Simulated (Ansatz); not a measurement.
Reaction (ligand exchange at the Si–N bond): `F[SiH2]N[SiH3]` + CH₃NH₂ → `CN[SiH3]` + `N[SiH2]F`

Computed with Ansatz on PBE0-D4/def2-TZVP structures; ΔE is electronic, products minus reactants. CCSD(T)/CBS is the MP2 limit (def2-TZVPP, def2-QZVPP) plus CCSD(T) − MP2 in def2-TZVPP, frozen cores. This one scheme is used for every species. Functionals use def2-TZVPP. One conformer a species, not always the lowest.

`F[SiH2]N[SiH3]`:

Z-matrix (Å, degrees):
```
Si
N 1 1.706
F 1 1.601 2 112.6
H 1 1.478 2 108.8 3 117.8
H 1 1.480 2 109.3 3 -117.5
Si 2 1.733 1 128.1 3 -87.6
H 2 1.011 1 115.6 3 85.3
H 6 1.487 2 110.9 1 -127.0
H 6 1.487 2 112.0 1 112.6
H 6 1.483 2 106.7 1 -7.3
```

CH₃NH₂:

```xyz
7

C     0.184   -0.243    0.479
N    -0.384    0.616   -0.545
H     0.622   -1.184    0.115
H    -0.588   -0.496    1.210
H     0.965    0.301    1.016
H    -1.118    0.134   -1.048
H     0.318    0.871   -1.227
```

`CN[SiH3]`:

Cartesian coordinates in Å:
```
C 0.342 0.037 1.354
N -0.158 0.623 0.129
Si -0.341 -0.267 -1.326
H -0.021 0.588 2.227
H -0.028 -0.987 1.447
H 1.438 -0.004 1.411
H 0.019 1.612 0.053
H -1.198 -1.452 -1.053
H 0.929 -0.785 -1.922
H -0.982 0.634 -2.319
```

`N[SiH2]F`:

Z-matrix (Å, degrees):
```
Si
F 1 1.605
N 1 1.696 2 114.6
H 1 1.479 2 105.8 3 -119.3
H 1 1.479 2 105.8 3 119.3
H 3 1.006 1 122.0 2 77.5
H 3 1.006 1 122.0 2 -77.5
```

```tsv
level	ΔE (kcal/mol)
r2SCANh-D4	1.5
ωB97M-V	1.5
PBE	1.0
r2SCAN	1.4
MP2/def2-TZVPP	1.8
CCSD(T)/def2-TZVPP	2.1
MP2/CBS(def2)	1.7
CCSD/CBS(def2)	2.0
```

Q: What does CCSD(T)/CBS give? (Estimate.)

A: Computed: +2.0 kcal/mol. The listed levels differ from it by -0.5, -0.5, -1.0, -0.6, -0.2, 0.1, -0.3, 0.0 kcal/mol.

Q: What do rigid-rotor, harmonic-oscillator terms from PBE0-D4/def2-TZVP frequencies (298.15 K, 1 bar) make of the CCSD(T)/CBS value? (An estimate is asked.)

A: Computed: ΔZPE = -0.6 kcal/mol, ΔH = +1.4 kcal/mol, ΔS = 2 J/(mol·K), ΔG = +1.3 kcal/mol.

Largest T1 diagnostic among the species: 0.011.

Leaving LDA and LC-ωPBE aside and taking each functional with its dispersion term where it has one, the values, not all of them listed here, spread over 0.7 kcal/mol, from CAM-B3LYP-D4 to BHLYP-D4. LDA lies −0.9 kcal/mol from PBE without D4.
